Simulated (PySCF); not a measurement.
# Magnetisability: SMILES CC(F)(F)OC=C1CC1, C₆H₈F₂O

Molfile (atoms numbered from 1):
```
C6H8F2O
     RDKit          3D

 17 17  0  0  0  0  0  0  0  0999 V2000
    2.8798   -0.6174    0.1538 C   0  0  0  0  0  0  0  0  0  0  0  0
    1.3944   -0.3535    0.0039 C   0  0  0  0  0  0  0  0  0  0  0  0
    1.0702   -0.2802   -1.3274 F   0  0  0  0  0  0  0  0  0  0  0  0
    0.6855   -1.4429    0.4437 F   0  0  0  0  0  0  0  0  0  0  0  0
    1.0384    0.7635    0.6598 O   0  0  0  0  0  0  0  0  0  0  0  0
   -0.2984    1.1845    0.6479 C   0  0  0  0  0  0  0  0  0  0  0  0
   -1.3072    0.6074    0.0519 C   0  0  0  0  0  0  0  0  0  0  0  0
   -1.8764   -0.4613   -0.7721 C   0  0  0  0  0  0  0  0  0  0  0  0
   -2.7461    0.6496   -0.2288 C   0  0  0  0  0  0  0  0  0  0  0  0
    3.4300    0.2245   -0.2547 H   0  0  0  0  0  0  0  0  0  0  0  0
    3.1116   -0.7333    1.2078 H   0  0  0  0  0  0  0  0  0  0  0  0
    3.1314   -1.5259   -0.3861 H   0  0  0  0  0  0  0  0  0  0  0  0
   -0.3725    2.0920    1.2276 H   0  0  0  0  0  0  0  0  0  0  0  0
   -1.9606   -1.4484   -0.3396 H   0  0  0  0  0  0  0  0  0  0  0  0
   -1.6413   -0.4712   -1.8272 H   0  0  0  0  0  0  0  0  0  0  0  0
   -3.4320    0.4233    0.5753 H   0  0  0  0  0  0  0  0  0  0  0  0
   -3.1137    1.4014   -0.9127 H   0  0  0  0  0  0  0  0  0  0  0  0
  1  2  1  0
  2  3  1  0
  2  4  1  0
  2  5  1  0
  5  6  1  0
  6  7  2  3
  7  8  1  0
  8  9  1  0
  9  7  1  0
  1 10  1  0
  1 11  1  0
  1 12  1  0
  6 13  1  0
  8 14  1  0
  8 15  1  0
  9 16  1  0
  9 17  1  0
M  END
```

Theory: GIAO B3LYP/pcSseg-1 magnetisability, rotational g tensor and spin-rotation constants, non-relativistic, gas phase (PySCF). Geometry: GFN2-xTB.

(1) What are the magnetisability and the molar susceptibility?

(2) Split it along the inertial axes a, b, c into diamagnetic and paramagnetic parts about the centre of mass, with the quadrupole moment.

(3) And the rotational g tensor?

## Answers

(1) Isotropic -1323 × 10⁻³⁰ J/T², or -79.6 × 10⁻⁶ cm³/mol; principal values -1479, -1281, -1208 × 10⁻³⁰ J/T², anisotropy 242 × 10⁻³⁰ J/T² (root of half the summed squared differences of the principal values). The susceptibility is in cgs units.

(2) 
```tsv
axis	χ (10⁻⁶ cm³/mol)	diamagnetic (10⁻⁶ cm³/mol)	paramagnetic (10⁻⁶ cm³/mol)	summed x² of all electrons (Å²)	quadrupole Θ (D Å)
a	-77.1	-426.5	349.4	238.6	+8.37
b	-72.8	-1169.1	1096.3	63.6	-2.76
c	-89.0	-1281.9	1192.9	37.0	-5.61
```
Anisotropies 2χaa − χbb − χcc = +7.6 and 2χbb − χaa − χcc = +20.6 × 10⁻⁶ cm³/mol. Θ is traceless in Buckingham's convention.

(3) 
| axis | rotational constant (GHz) | g | nuclear part | electronic part |
| --- | --- | --- | --- | --- |
| a | 3.5342 | -0.0277 | 0.5525 | -0.5802 |
| b | 1.1300 | -0.0077 | 0.5743 | -0.5820 |
| c | 1.0264 | +0.0017 | 0.5769 | -0.5752 |

Asymmetric top; isotopes 12C, 19F, 1H, 16O; no vibrational averaging.
